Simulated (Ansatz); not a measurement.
System: C₆H₁₃O (charge 0, doublet). It need not be the lowest isomer of its formula. SMILES: CCCC[CH]CO
Geometry from a B3LYP-D3(BJ)/def2-TZVP (Ansatz, a first-principles code) optimisation:
```xyz
20

C      3.5331    -0.0359     0.6736
C      2.3546    -0.7256    -0.0076
C      1.0874     0.1250    -0.0103
C     -0.1047    -0.5756    -0.6985
C     -1.3438     0.2445    -0.7220
C     -2.2207     0.3793     0.4666
O     -3.5877     0.6251     0.1309
H      3.7808     0.9036     0.1739
H      3.3035     0.1959     1.7164
H      4.4252    -0.6647     0.6613
H      2.6212    -0.9753    -1.0397
H      2.1472    -1.6776     0.4918
H      1.2830     1.0761    -0.5154
H      0.8123     0.3747     1.0193
H     -0.2933    -1.5191    -0.1725
H      0.1925    -0.8358    -1.7189
H     -1.5037     0.9488    -1.5320
H     -1.9322     1.2385     1.0870
H     -2.1271    -0.5119     1.1044
H     -3.8441    -0.0249    -0.5334
```
Charge 0, spin multiplicity 2.

Parts of the frozen-core correlation energy in cc-pVDZ (Ansatz, hartree). Frozen orbitals: 7; correlated occupied orbitals by spin: 22 and 21; virtual: 134 and 135. UHF or UKS for open shells. No spin-orbit coupling. No relativistic terms.

```csv
term,value
reference (HF),-309.61268
MP2 opposite-spin,?
MP2 same-spin,?
CCSD correlation,?
(T),-0.03148
T1 diagnostic,0.010
largest doubles amplitude,0.013
<S^2> of the reference,0.763
```

Q: Some entries are withheld; supply them.

A: 
- MP2 opposite-spin, value: -0.77740
- MP2 same-spin, value: -0.24231
- CCSD correlation, value: -1.10887
